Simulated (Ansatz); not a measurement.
`O[SiH2][GaH][SiH3]` + `N[Si](O)(F)F` → `O[SiH2]N[Si](O)(F)F` + `[SiH3][GaH2]`  (cleavage of the Si–Ga bond)

Calculated with Ansatz (gas phase, PBE0-D4/def2-TZVP geometries, no zero-point term in ΔE). CBS: MP2 limit from def2 TZ/QZ plus the TZ coupled-cluster correction, frozen cores. For Ga outer-core shells are correlated without core-valence functions, which leaves a few kJ/mol of doubt a bond. Scalar relativity is left out up to krypton. Each species was taken in one conformer, which may not be the lowest.

```csv
species,SCS-MP2/def2-TZVPP energy (Eh)
`O[SiH2][GaH][SiH3]`,-2580.86063
`N[Si](O)(F)F`,-620.32479
`O[SiH2]N[Si](O)(F)F`,-985.76845
`[SiH3][GaH2]`,-2215.44528
```

(1) Work out ΔE.

Largest T1 diagnostic among the species: 0.013.

## Answers

(1) ΔE = (-985.76845) + (-2215.44528) − (-2580.86063) − (-620.32479) = -0.02831 Eh = -74.3 kJ/mol. CCSD(T)/CBS gives -65.6 kJ/mol.

The D4 term adds −6.0 kJ/mol with B3LYP and −3.1 kJ/mol with PBE0; it sums over pairs of atoms, weighted by their polarisabilities, and B3LYP, whose exchange is more repulsive, gets the larger term. In def2-TZVPP, CCSD(T) changes the Hartree–Fock value by +12.4 kJ/mol (the triples alone add +1.1 kJ/mol) and MP2 by +7.4 kJ/mol. From PBE to PBE0 (25 % exact exchange), in def2-TZVPP and without D4, ΔE moves by −8.4 kJ/mol.

B3LYP here is the variant with VWN-RPA as its local correlation; programs differ in this.
